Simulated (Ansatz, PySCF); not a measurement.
Reaction (SMILES): C=CCCl + 4 [H][H] (H2) → 3 C (CH4) + Cl (HCl)
Each molecule is optimised on its own at B3LYP-D3(BJ)/def2-TZVP (Ansatz, an electronic-structure program), one conformer each, not searched for the lowest.
Geometry of the first species:
```
C
C 1 1.3264
H 2 1.0820 1 121.55
H 2 1.0839 3 116.93 1 179.92
H 1 1.0848 2 120.45 3 -0.89
C 1 1.4857 5 116.06 2 -179.76
H 6 1.0868 1 112.06 5 178.85
H 6 1.0881 7 109.69 1 125.24
Cl 6 1.8209 7 106.56 8 113.26
```

Quantity: energy of full hydrogenation (enthalpy at 298 K, with B3LYP-D3(BJ) rigid-rotor harmonic-oscillator terms from PySCF), in eV. Valence correlation only, unless marked. Spin-orbit coupling is left out. Non-relativistic unless marked X2C. Basis-set limits of correlation are two-point, X^-3; Hartree-Fock from the larger set.

```tsv
level	program	energy of full hydrogenation (eV)
HF-D4/def2-TZVPD	PySCF + dftd4	-3.41
BLYP-D4/def2-TZVPD	Ansatz + dftd4	___
revPBE/def2-TZVPD	Ansatz	___
PBE0-D4/def2-TZVP	Ansatz + dftd4	___
BHLYP-D4/def2-TZVPD	Ansatz + dftd4	-3.50
HSE06-D3(BJ)/def2-TZVPD	Ansatz + dftd3	-3.45
CAM-B3LYP-D3(BJ)/def2-TZVPD	Ansatz + dftd3	___
LC-wPBE-D4/def2-TZVPD	Ansatz + dftd4	-3.56
wB97M-V/def2-TZVPD	Ansatz	-3.32
wB97X-V/def2-TZVPD	Ansatz	-3.39
B2PLYP-D4/def2-TZVPD	Ansatz + dftd4	-3.23
CCSD/STO-3G	Ansatz	-2.92
X2C-CCSD(T)/cc-pVTZ-DK	Ansatz	-3.34
CCSD(T)/CBS(cc-pV(T+d)Z,cc-pV(Q+d)Z)	Ansatz	-3.30
```

Problem. Fill in the missing entries.

Solution. 
- BLYP-D4/def2-TZVPD, energy of full hydrogenation (eV): -2.94
- revPBE/def2-TZVPD, energy of full hydrogenation (eV): -3.19
- PBE0-D4/def2-TZVP, energy of full hydrogenation (eV): -3.43
- CAM-B3LYP-D3(BJ)/def2-TZVPD, energy of full hydrogenation (eV): -3.44
